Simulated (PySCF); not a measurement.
## CuF2: what the settings change

The complex CuF2 (charge 0) contains Cu(II), shell d9. The structure is a PBE0-D3(BJ)/def2-TZVP geometry optimised for multiplicity 2; coordination linear, point group D∞h, metal–donor distances 1.72 Å.

```
3

Cu    0.000    0.000    0.000
F     0.000    0.000    1.716
F     0.000    0.000   -1.717
```

Method (PySCF 2.14, density fitting): CASSCF(9,5) with orbitals averaged over all microstates of the shell, strongly contracted NEVPT2 on the averaged canonical orbitals; basis x2c-TZVPall on the metal, x2c-SVPall elsewhere; spin-free X2C; gas phase; spin-orbit coupling by state interaction with the mean-field operator over all roots.

Base run: NEVPT2 ground state 2Σg+, next 2Πg at 3750, then 2Δg at 11687 cm⁻¹, ζ 797 cm⁻¹, g 1.911 2.829 2.829, μeff(300 K) 2.33 μB.

Q: What happens with the basis x2c-TZVPall on all atoms?

A: NEVPT2 ground state 2Σg+, next 2Πg at 3800, then 2Δg at 11773 cm⁻¹, ζ 797 cm⁻¹, g 1.913 2.821 2.821, μeff(300 K) 2.33 μB. It took 2.3 s against 1.8 s on a shared host of the same kind.

NEVPT2 lifts 2Δg from 9049 to 11687 cm⁻¹; on the d shell alone such lifts tend to overshoot.
